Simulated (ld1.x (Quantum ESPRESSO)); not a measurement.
Transferability test, TM potential for Al

- Element: Al (Z = 13)
- Generator: ld1.x (Quantum ESPRESSO) 7.5
- Type: norm-conserving Troullier–Martins (Kleinman–Bylander form)
- Functional: revPBE
- Relativity: scalar-relativistic
- Frozen core: [Ne]
- Valence charge: 3
- Reference configuration: 3s1 3p0 (charge +2)
- Partial waves: 3s (bound): rc 1.30 bohr; 3p (bound, empty): rc 2.05 bohr
- Local potential: all-electron potential smoothed inside 1.55 bohr (lloc = -1)
- Core correction: a·sin(br)/r model core, default radius (core density twice the valence density)

Energies are relative to the spin-unpolarised reference configuration 3s1 3p0; without spin polarisation the order of configurations can differ from experiment. The frozen-core shift is the all-electron ΔE with the core orbitals held at their reference shape minus the fully relaxed ΔE.

(1) Give the all-electron excitation energy and the error of the potential for: 3s2 3p1; 3s2 3p0; 3s2 3p0.5; 3s1 3p1; 3s1 3p2; 3s2 3p1.3; 3s0 3p3.

Levels in the configuration 3s2 3p1:

```
level  all-electron (eV)  pseudo (eV)
   3s             -7.723       -7.779
   3p             -2.698       -2.715
```

Answers

(1)

```csv
valence configuration,charge,ΔE all-electron (eV),error AE − PS (meV),frozen-core shift (meV)
3s2 3p1,0,-24.899,+73,+17
3s2 3p0,+1,-19.151,+44,+11
3s2 3p0.5,+0.5,-22.820,+61,+15
3s1 3p1,+1,-13.368,+18,+4.5
3s1 3p2,0,-19.785,+39,+8.7
3s2 3p1.3,-0.3,-25.469,+76,+17
3s0 3p3,0,-14.517,+20,+3.7
```
